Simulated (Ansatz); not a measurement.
How methods differ on SnH4 (SMILES [SnH4])

SnH4 has 5 atoms, charge 0, and is taken as a singlet. SMILES: `[SnH4]`. Geometry: relaxed at PBE0-D4/def2-TZVP.

| atom | x (Å) | y (Å) | z (Å) |
| --- | --- | --- | --- |
| Sn | 0.0000 | 0.0000 | 0.0000 |
| H | 0.8239 | -0.8535 | 1.2229 |
| H | -1.5636 | 0.4034 | 0.5431 |
| H | -0.1168 | -0.9746 | -1.3925 |
| H | 0.8565 | 1.4246 | -0.3736 |

Each level gives the energy change with the Sn1–H4 bond stretched from 1.704 to 4.259 Å (eV). The values are calculated.

| level | kind | program | value (eV) | less FCI/STO-3G |
| --- | --- | --- | --- | --- |
| SVWN5/STO-3G (restricted) | LDA | Ansatz | 6.87 | +2.30 |
| r2SCAN0/STO-3G (restricted) | hybrid meta-GGA | Ansatz | 7.73 | +3.16 |
| CAM-B3LYP/STO-3G (restricted) | range-separated hybrid | Ansatz | 8.07 | +3.50 |
| BCCD(T)/STO-3G (restricted) | coupled cluster or CI | Ansatz | 4.53 | -0.04 |
| CCSD(T)/STO-3G (restricted) | coupled cluster or CI | Ansatz | 4.51 | -0.06 |
| CCSDT(Q)/STO-3G (restricted) | coupled cluster or CI | Ansatz | 4.57 | 0.00 |
| CCSDTQ/STO-3G (restricted) | coupled cluster or CI | Ansatz | 4.57 | 0.00 |
| FCI/STO-3G | exact in the basis | Ansatz | 4.57 | 0.00 |

FCI/STO-3G is exact within its basis and frozen core, so for wave-function methods in that basis the difference is their error; functionals converge differently with the basis, so for them it is only a difference. All-electron rows without a relativistic Hamiltonian named are non-relativistic. The first shape isn't each level's own minimum. The values span 4.51 to 8.07 eV. All rows use very small basis sets, so even the best lies far from the true value. In the correlated wave-function rows the outer d shell of Sn is correlated, in sets not made for it.
